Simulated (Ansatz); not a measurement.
Geometry optimisation, Ansatz 0.2.0, RKS PBE-D4/def2-SVP.

The input (input.yaml):

```yaml
crystal:
  periodic: [false, false, false]
  atoms:
    - { symbol: B, position_ang: [0.038978, 0.473365, -0.435055] }
    - { symbol: Cl, position_ang: [0.116595, 0.048048, 2.604932] }
    - { symbol: "N", position_ang: [1.315536, 0.064652, -0.835582] }
    - { symbol: H, position_ang: [1.516604, -0.88004, -1.167064] }
    - { symbol: H, position_ang: [2.136618, 0.662424, -0.754411] }
    - { symbol: F, position_ang: [-1.016564, -0.348062, -0.566504] }
    - { symbol: H, position_ang: [-0.14192, 1.599437, -0.044505] }
    - { symbol: H, position_ang: [-0.037746, 1.050375, 1.729491] }
basis:
  gaussian: { orbitals: def2-SVP }
hamiltonian:
  xc: pbe
  dispersion: d4
relax:
  f_tol: 0.03
  max_steps: 50
```

Launched with:

```bash
$ ansatz run input.yaml --threads 2 --pin off --max-ram 3072MiB --backend cpu --events-out ev --progress --plain --runs-dir out
```

Question: Where does it end, and by what steps?

Answer: It converged. The force dipped under the threshold on the way, but the program's further checks kept it going. After 34 steps the energy has fallen by 0.124 eV; F6 moved furthest, 1.38 Å.

```
step  energy less start (eV)  largest force component (eV/Å)  accepted
   0                  0.0000                           0.715       yes
   2                  0.1186                           1.777        no
   4                 -0.0581                           0.236       yes
   6                 -0.0636                           0.124       yes
   8                 -0.0658                           0.037       yes
  10                 -0.0665                           0.060       yes
  12                 -0.0669                           0.030       yes
  14                 -0.0672                           0.070       yes
  16                 -0.0611                           0.485        no
  18                 -0.0693                           0.051       yes
  20                 -0.0752                           0.357       yes
  22                 -0.0924                           0.404       yes
  24                 -0.0996                           0.529        no
  26                 -0.1199                           0.155       yes
  28                 -0.1227                           0.057       yes
  30                 -0.1233                           0.022       yes
  32                 -0.1238                           0.056       yes
  34                 -0.1239                           0.024       yes
```

```xyz
8
Properties=species:S:1:pos:R:3
B -0.189 0.324 -0.688
Cl 1.140 0.922 2.669
N 1.144 -0.077 -0.595
H 1.652 -0.494 -1.377
H 1.682 0.022 0.268
F -0.880 0.176 -1.832
H -0.773 0.818 0.271
H 0.151 0.980 1.816
```

Whether the end is a true minimum wasn't checked by a vibrational analysis.

Run time: 45 s on 2 threads of Arm Neoverse V1, with other jobs on the host, peak memory 0.14 GiB.
